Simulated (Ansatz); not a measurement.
CH₈Cl₂Si₃, SMILES [Si]([SiH3])(Cl)(Cl)C[SiH3].

Geometry optimised at B3LYP-D3(BJ)/def2-SVP. The structure was generated by enumeration, and PubChem lists no compound with its InChIKey, so it may never have been made. One conformer was computed; it need not be the lowest.

Two levels are set side by side: PBE/def2-SVPD (Ansatz, a first-principles code) and CAM-B3LYP/def2-SVPD (Ansatz). Energy differences of separate SCF runs at the same geometry; the states with an electron removed or added have multiplicity 2 and 2. Differences are taken from unrounded values.

```json
[
 {"quantity": "vertical ionisation energy (eV)", "CAM-B3LYP": "10.12", "PBE": "9.46", "PBE minus CAM-B3LYP": "-0.67"},
 {"quantity": "vertical singlet–triplet gap (eV)", "CAM-B3LYP": "6.13", "PBE": "5.38", "PBE minus CAM-B3LYP": "-0.75"}
]
```
